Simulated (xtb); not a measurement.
F2In, doublet, geometry from GFN2-xTB (such geometries of metal compounds can be far from the true shape) (the spin is typed, not shown lowest); GFN2-xTB in xtb.

The xtb input:
```
$ xtb mol.xyz --gfn 2 --uhf 1 --json

# file mol.xyz
3

In     0.21583697     0.08578411     0.06613032
F     -0.77175682     1.20938463    -1.45056227
F     -0.40335556    -1.67643143     1.09051942
```

Output, abridged:

```
   ID    Z sym.   atoms
    1   49 In     1
    2    9 F      2, 3

           -------------------------------------------------
          |                Calculation Setup                |
           -------------------------------------------------

           -------------------------------------------------
          |                 G F N 2 - x T B                 |
           -------------------------------------------------

          ...................................................
          :                      SETUP                      :
          :.................................................:
          :  # basis functions                  18          :
          :  # atomic orbitals                  17          :
          :  # shells                            7          :
          :  # electrons                        17          :
          :  max. iterations                   250          :
          :  Hamiltonian                  GFN2-xTB          :
          :  restarted?                      false          :
          :  GBSA solvation                  false          :
          :  PC potential                    false          :
          :  electronic temp.          300.0000000     K    :
          :  accuracy                    1.0000000          :
          :  -> integral cutoff          0.2500000E+02      :
          :  -> integral neglect         0.1000000E-07      :
          :  -> SCF convergence          0.1000000E-05 Eh   :
          :  -> wf. convergence          0.1000000E-03 e    :
          :  Broyden damping             0.4000000          :
          :  net charge                          0          :
          :  unpaired electrons                  1          :
          ...................................................

 iter      E             dE          RMSdq      gap      omega  full diag
   1    -10.7467014 -0.107467E+02  0.215E+01    6.81       0.0  T
   2    -10.7606604 -0.139590E-01  0.110E+01    7.25       1.0  T
   3    -10.7610322 -0.371762E-03  0.324E+00    6.80       1.0  T
   4    -10.7611526 -0.120377E-03  0.435E-01    6.73       1.0  T
   5    -10.7611585 -0.595559E-05  0.965E-02    6.78       1.0  T
   6    -10.7611677 -0.918089E-05  0.383E-02    6.80       1.5  T
   7    -10.7611684 -0.729716E-06  0.624E-03    6.80       9.2  T
   8    -10.7611684 -0.206797E-07  0.537E-03    6.80      10.7  T
   9    -10.7611685 -0.381773E-07  0.394E-03    6.80      14.6  T
  10    -10.7611685 -0.879162E-08  0.190E-04    6.80     304.6  T
  11    -10.7611685 -0.600586E-11  0.283E-05    6.80    2041.4  T

   *** convergence criteria satisfied after 11 iterations ***

         :::::::::::::::::::::::::::::::::::::::::::::::::::::
         ::                     SUMMARY                     ::
         :::::::::::::::::::::::::::::::::::::::::::::::::::::
         :: total energy             -10.760501481441 Eh    ::
         :: gradient norm              0.000034482355 Eh/a0 ::
         :: HOMO-LUMO gap              6.799517220252 eV    ::
         ::.................................................::
         :: SCC energy               -10.761168500379 Eh    ::
         :: -> isotropic ES            0.035398402756 Eh    ::
         :: -> anisotropic ES          0.005342919669 Eh    ::
         :: -> anisotropic XC         -0.000838607111 Eh    ::
         :: -> dispersion             -0.000850001701 Eh    ::
         :: repulsion energy           0.000667018937 Eh    ::
         :: add. restraining           0.000000000000 Eh    ::
         :: total charge               0.000000000150 e     ::
         :::::::::::::::::::::::::::::::::::::::::::::::::::::

           -------------------------------------------------
          |                Property Printout                |
           -------------------------------------------------

    * Orbital Energies and Occupations

         #    Occupation            Energy/Eh            Energy/eV
      -------------------------------------------------------------
         1        2.0000           -0.7890018             -21.4698
         2        2.0000           -0.7886864             -21.4612
         3        2.0000           -0.5638523             -15.3432
         4        2.0000           -0.4968479             -13.5199
         5        2.0000           -0.4930277             -13.4160
         6        2.0000           -0.4919358             -13.3863
         7        2.0000           -0.4916118             -13.3774
         8        2.0000           -0.4885837             -13.2950
         9        1.0000           -0.4504005             -12.2560 (HOMO)
        10                         -0.2005229              -5.4565 (LUMO)
        11                         -0.1620184              -4.4087
        12                         -0.0953988              -2.5959
        13                         -0.0688694              -1.8740
        14                         -0.0597139              -1.6249
        15                         -0.0264856              -0.7207
        16                          0.2406972               6.5497
        17                          0.3645161               9.9190
      -------------------------------------------------------------
                  HL-Gap            0.2498777 Eh            6.7995 eV
             Fermi-level           -0.3974586 Eh          -10.8154 eV

     #   Z          covCN         q      C6AA      α(0)
     1  49 In       1.332     0.541   421.858    50.456
     2   9 F        0.666    -0.270    12.010     4.091
     3   9 F        0.666    -0.270    12.010     4.091

 Mol. C6AA /au·bohr⁶  :        707.836385
 Mol. C8AA /au·bohr⁸  :      75173.460576
 Mol. α(0) /au        :         58.637596

Wiberg/Mayer (AO) data.
largest (>0.10) Wiberg bond orders for each atom

 ---------------------------------------------------------------------------
     #   Z sym  total        # sym  WBO       # sym  WBO       # sym  WBO
 ---------------------------------------------------------------------------
     1  49 In   1.707 --     3 F    0.853     2 F    0.853
     2   9 F    1.092 --     1 In   0.853     3 F    0.238
     3   9 F    1.092 --     1 In   0.853     2 F    0.238
 ---------------------------------------------------------------------------

Topologies differ in total number of bonds
Writing topology from bond orders to xtbtopo.mol

molecular dipole:
                 x           y           z       tot (Debye)
 q only:        0.821       0.326       0.252
   full:        0.991       0.394       0.304       2.818
molecular quadrupole (traceless):
                xx          xy          yy          xz          yz          zz
 q only:        3.001       0.426      -2.206      -0.943       5.207      -0.795
  q+dip:        3.327       0.512      -2.424      -0.985       5.662      -0.903
   full:        4.608       0.532      -3.454      -1.640       8.345      -1.155

           -------------------------------------------------
          | TOTAL ENERGY              -10.760501481441 Eh   |
          | GRADIENT NORM               0.000034482355 Eh/α |
          | HOMO-LUMO GAP               6.799517220252 eV   |
           -------------------------------------------------

normal termination of xtb
```
